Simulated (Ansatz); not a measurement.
Calculation: Ansatz (a first-principles code) with frozen-core CCSD(T)/cc-pVTZ // r2SCAN-D4/def2-TZVP.

Ansatz 0.2 input:
```yaml
crystal:
  periodic: [false, false, false]
  atoms:
    - { symbol: Cl, position_ang: [-1.332797, -0.746324, -0.61278] }
    - { symbol: B, position_ang: [-0.006736, 0.13308, 0.088098] }
    - { symbol: Cl, position_ang: [1.406174, -0.701149, 0.663208] }
    - { symbol: H, position_ang: [-0.066639, 1.314393, 0.17484] }
basis:
  gaussian: { orbitals: cc-pVTZ }
correlation:
  method: ccsd_t
```

Output:

```
Functional definition: HF
661 factors; integrals over basis functions are off by at most 1.4e-3 eV
mean field evaluation 1: about -25697.0925 eV, gradient 1.5e1 eV
mean field evaluation 2: about -25697.2553 eV, gradient 1.5e1 eV
mean field evaluation 4: about -25698.1463 eV, gradient 2.1e0 eV
mean field evaluation 8: about -25698.1710 eV, gradient 1.0e-1 eV
mean field evaluation 16: about -25697.7990 eV, gradient 6.8e0 eV
mean field -25698.17104714 eV, -944.3903671365 hartree, gradient 1.4e-6 eV, S^2 0.000000; 0 other end points of the search recorded, 0 dependent functions left out
11 core orbitals not correlated
reference -25698.17104714 eV, -944.3903671365 hartree; 9, 9 occupied and 92, 92 virtual orbitals, 661 factors
second order -12.93805280 eV of doubles, -0.00000000 eV of singles
cycle   1  -13.60384880 eV  change   -6.7e-1 eV  update   7.3e-2
cycle   2  -13.89056423 eV  change   -2.9e-1 eV  update   2.0e-2
cycle   3  -13.94954878 eV  change   -5.9e-2 eV  update   1.2e-2
cycle   4  -13.94182703 eV  change    7.7e-3 eV  update   3.6e-3
cycle   5  -13.94118023 eV  change    6.5e-4 eV  update   1.3e-3
cycle   6  -13.94121254 eV  change   -3.2e-5 eV  update   3.1e-4
cycle   7  -13.94120620 eV  change    6.3e-6 eV  update   7.2e-5
cycle   8  -13.94123461 eV  change   -2.8e-5 eV  update   1.9e-5
cycle   9  -13.94123330 eV  change    1.3e-6 eV  update   5.1e-6
perturbative correction -0.59648676 eV, -0.0219204841 hartree
Total energy: -25712.70876720 eV, -944.9246184947 hartree
```

Cost: about 7 core-seconds (a rough figure).
